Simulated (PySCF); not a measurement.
Cd(Cl)(NH2) (CdClH2N), SMILES [NH2][Cd][Cl].

The structure is a stationary point at B3LYP-D3(BJ)/def2-TZVP. The def2 effective core potentials stand for the cores of Cd; spin–orbit coupling is left out. Other conformers were not sampled.

Level of theory: B3LYP-D3(BJ)/def2-TZVP in PySCF.

Frequencies are harmonic and unscaled.

```tsv
mode	ν (cm⁻¹)	IR (km/mol)	Raman (Å⁴/amu)	depolarisation	moving atoms (share of kinetic energy)
1	113	1.3	0.2	0.75	N 32 %, Cd 25 %, H 24 %, Cl 19 %
2	114	7.7	0.6	0.56	N 42 %, Cd 27 %, Cl 20 %, H 11 %
3	346	20.3	22.5	0.23	Cl 76 %, Cd 14 %, N 9 %
4	546	76.5	35.8	0.19	N 76 %, Cd 15 %
5	653	67.0	2.7	0.16	H 84 %, N 13 %
6	829	17.8	0.8	0.75	H 92 %
7	1560	10.7	1.6	0.47	H 92 %
8	3471	8.4	202.6	0.09	H 96 %
9	3560	5.9	95.2	0.75	H 92 %, N 8 %
```
